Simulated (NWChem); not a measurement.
# CH₃FOSi; SMILES O=C[SiH2]F

Results from NWChem. Each level has its own optimisation; frequencies are unscaled. One conformer.

| level | r C–O (Å) | r C–Si (Å) | r C–H (Å) | r F–Si (Å) | highest harmonic frequency (cm⁻¹) | lowest (cm⁻¹) | zero-point energy (kcal/mol) | dipole (D) |
|---|---|---|---|---|---|---|---|---|
| PBE/def2-SVP | 1.220 | 1.935 | 1.137 | 1.642 | 2737 | 87 | 22.9 | 0.62 |
| BLYP/def2-SVP | 1.223 | 1.942 | 1.138 | 1.645 | 2706 | 83 | 22.9 | 0.66 |
| PBE0/def2-SVP | 1.207 | 1.921 | 1.125 | 1.627 | 2868 | 81 | 23.9 | 0.74 |
